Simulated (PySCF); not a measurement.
Cartesian coordinates in Å; atom numbers follow the order of the lines, from 1:
```xyz
20

Si    1.892   -0.036   -0.723
O     0.644   -1.128   -0.536
C    -0.566   -0.848    0.117
C    -1.462   -2.109    0.170
C    -2.656   -1.563   -0.611
Cl   -4.010   -2.677   -0.836
C    -1.997   -0.848   -1.802
C    -1.500    0.084   -0.675
C    -2.857   -0.174    0.017
H     2.169    0.649    0.579
H     3.075   -0.820   -1.165
H     1.570    1.007   -1.746
H    -0.366   -0.440    1.126
H    -0.972   -2.949   -0.340
H    -1.740   -2.416    1.188
H    -1.250   -1.403   -2.387
H    -2.737   -0.366   -2.455
H    -1.143    1.102   -0.878
H    -3.681    0.381   -0.451
H    -2.918   -0.111    1.115
```

[PySCF 2.14: structure optimised with PBE0-D3(BJ)/def2-SVP; PBE/pcSseg-1 with gauge-including orbitals; one averaged value for each set of equivalent atoms; relativity neglected; no solvent; a single conformation]

Referencing at the same level of theory: ¹³C (180.03 ppm), ¹H (31.20 ppm), ²⁹Si (334.61 ppm) against TMS; H2O for ¹⁷O (334.63 ppm); ³⁵Cl (933.68 ppm) against HCl.

```csv
atoms,nucleus,count,δ (ppm)
C4,¹³C,1,50.1
Si1,²⁹Si,1,-37.9
H20,¹H,1,1.41
H14,¹H,1,?
H15,¹H,1,?
C7,¹³C,1,46.3
C9,¹³C,1,51.7
H18,¹H,1,2.34
O2,¹⁷O,1,57.4
H16,¹H,1,2.06
H13,¹H,1,?
C3,¹³C,1,?
H19,¹H,1,1.75
H10/H11/H12,¹H,3,4.97
H17,¹H,1,?
C5,¹³C,1,69.3
C8,¹³C,1,40.6
Cl6,³⁵Cl,1,?
```

Fill in the missing shifts.

## Answers


- C3: 82.5 ppm, sp3 CH bonded to O; pulled downfield by the heteroatom
- H13: 4.26 ppm, hydrogen on an sp3 CH bonded to O; its carbon carries O, an electronegative neighbour
- H15: 2.12 ppm, hydrogen on an sp3 CH2 in a ring
- H14: 1.72 ppm, hydrogen on an sp3 CH2 in a ring
- H17: 1.58 ppm, hydrogen on an sp3 CH2 in a ring
- Cl6: 193 ppm, chlorine bonded to C

Carbons that carry Cl, above all several Cl atoms, come out too deshielded, partly because spin–orbit coupling is missing. Shifts are as computed. Against solution values, carbons near 30 ppm lie about +2 ppm off and those near 130 ppm about +2 ppm. Of 1309 compounds with measured shifts, 239 miss one by over three times the rms of a fit or turn the order of signals round; such compounds aren't used in these exercises. Experimental scales use liquid or dissolved standards, which lie at an offset from isolated H2O (liquid H2O: subtract about 36 ppm).
